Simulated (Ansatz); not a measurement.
The inner images of a band of C3H10SSi (15 atoms, charge 0, multiplicity 1) are given out of order.

The calculation used RKS PBE0/6-31G in Ansatz.

First end point:

```xyz
15
Properties=species:S:1:pos:R:3
C -0.923 -1.024 1.657
C 0.189 -0.386 0.826
C -0.227 -0.018 -0.601
Si 1.238 0.576 -1.698
S -1.623 1.273 -0.658
H -1.780 -0.349 1.745
H -0.569 -1.264 2.665
H -1.273 -1.953 1.192
H 1.037 -1.084 0.758
H 0.571 0.510 1.336
H -0.691 -0.885 -1.088
H 1.749 1.880 -1.144
H 0.797 0.775 -3.118
H 2.357 -0.433 -1.657
H -0.874 2.329 -0.185
```

Last end point:

```xyz
15
Properties=species:S:1:pos:R:3
C -0.896 -1.177 1.568
C 0.211 -0.532 0.737
C -0.277 0.106 -0.567
Si 1.148 0.709 -1.710
S -1.504 1.532 -0.284
H -1.390 -1.978 1.004
H -1.657 -0.441 1.844
H -0.490 -1.614 2.487
H 0.962 -1.293 0.476
H 0.738 0.224 1.337
H -0.884 -0.615 -1.129
H 1.863 1.843 -1.025
H 0.613 1.181 -3.029
H 2.134 -0.409 -1.939
H -0.593 2.412 0.260
```

Task: Put them in order from the first end to the last, with their energies above the first end.
A.
```xyz
15
Properties=species:S:1:pos:R:3
C -0.919 -1.128 1.595
C 0.208 -0.525 0.735
C -0.263 0.084 -0.589
Si 1.178 0.680 -1.718
S -1.507 1.502 -0.348
H -1.893 -1.007 1.110
H -0.991 -0.641 2.571
H -0.760 -2.197 1.768
H 0.947 -1.302 0.492
H 0.755 0.239 1.303
H -0.855 -0.652 -1.147
H 1.868 1.834 -1.041
H 0.661 1.121 -3.055
H 2.179 -0.431 -1.909
H -0.629 2.371 0.263
```
B.
```xyz
15
Properties=species:S:1:pos:R:3
C -0.917 -1.072 1.627
C 0.190 -0.401 0.811
C -0.241 0.017 -0.599
Si 1.217 0.589 -1.715
S -1.578 1.372 -0.575
H -1.867 -0.544 1.497
H -0.677 -1.070 2.695
H -1.059 -2.113 1.318
H 1.044 -1.089 0.720
H 0.569 0.483 1.342
H -0.756 -0.813 -1.099
H 1.830 1.821 -1.101
H 0.737 0.909 -3.100
H 2.272 -0.486 -1.785
H -0.787 2.346 -0.006
```
C.
```xyz
15
Properties=species:S:1:pos:R:3
C -0.914 -1.155 1.574
C 0.210 -0.591 0.691
C -0.275 0.122 -0.573
Si 1.155 0.731 -1.709
S -1.469 1.556 -0.217
H -1.832 -1.306 0.995
H -1.164 -0.478 2.395
H -0.629 -2.119 2.006
H 0.869 -1.409 0.363
H 0.844 0.089 1.277
H -0.905 -0.561 -1.157
H 1.881 1.851 -1.012
H 0.622 1.221 -3.023
H 2.131 -0.392 -1.953
H -0.544 2.389 0.373
```
D.
```xyz
15
Properties=species:S:1:pos:R:3
C -0.907 -1.193 1.545
C 0.205 -0.642 0.652
C -0.291 0.158 -0.555
Si 1.127 0.774 -1.702
S -1.413 1.620 -0.090
H -1.711 -1.632 0.943
H -1.352 -0.406 2.160
H -0.521 -1.973 2.210
H 0.807 -1.475 0.261
H 0.891 -0.025 1.251
H -0.967 -0.467 -1.153
H 1.901 1.843 -0.978
H 0.576 1.333 -2.980
H 2.064 -0.364 -2.017
H -0.432 2.399 0.482
```
E.
```xyz
15
Properties=species:S:1:pos:R:3
C -0.919 -1.102 1.611
C 0.199 -0.459 0.775
C -0.252 0.047 -0.598
Si 1.197 0.631 -1.721
S -1.540 1.443 -0.467
H -1.903 -0.756 1.278
H -0.829 -0.842 2.670
H -0.898 -2.194 1.535
H 1.007 -1.190 0.617
H 0.656 0.376 1.324
H -0.809 -0.736 -1.128
H 1.853 1.820 -1.068
H 0.697 1.021 -3.080
H 2.223 -0.465 -1.858
H -0.704 2.355 0.141
```

Result: B (+0.6 kcal/mol), E (+2.0 kcal/mol), A (+2.8 kcal/mol), C (+2.0 kcal/mol), D (+0.5 kcal/mol).

The run took 2.6 min on 1 thread of Arm Neoverse V2, with other jobs on the host, peak memory 0.19 GiB.
